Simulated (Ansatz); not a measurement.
Cl₂Fe, quintet, at a GFN2-xTB geometry (such geometries of metal compounds can be far from the true shape). Base run: PBE/def2-SVP run with Ansatz (an electronic-structure program).

Geometry (Å):
```xyz
3

Fe    -0.4082     0.2086    -0.3629
Cl     1.5499     0.1475    -0.9381
Cl    -0.9257    -0.4665     1.4932
```
Charge 0, spin multiplicity 5.
Orbitals are unrestricted.
All else is at Ansatz's defaults.

Each row names what was changed in the base input (with any setting that the change needs).

| change | E (Eh) | <S^2> | core-seconds (rough) |
|---|---|---|---|
| base | -2183.12361 | 6.013 | 10 |
| functional = lc_wpbe | -2183.28595 | 6.008 | 7 |
| functional = pbe; dispersion = d4 | -2183.12657 | 6.013 | 10 |
| functional = revpbe | -2183.46639 | 6.013 | 10 |
| functional = wB97X-V | -2183.44916 | 6.009 | 20 |
| functional = wB97M-V | -2183.62509 | 6.011 | 20 |
| functional = hse06 | -2183.19559 | 6.013 | 6 |
| functional = cam_b3lyp | -2183.83246 | 6.011 | 6 |
| functional = b3lyp | -2183.79729 | 6.013 | 7 |
| functional = BHLYP | -2183.71123 | 6.013 | 9 |
| functional = b3lyp; dispersion = d3bj | -2183.80295 | 6.013 | 5 |
| functional = b3lyp5 | -2183.56423 | 6.013 | 6 |
| functional = r2scan | -2183.67549 | 6.016 | 20 |

Totals shift with the method and basis; they matter in differences.
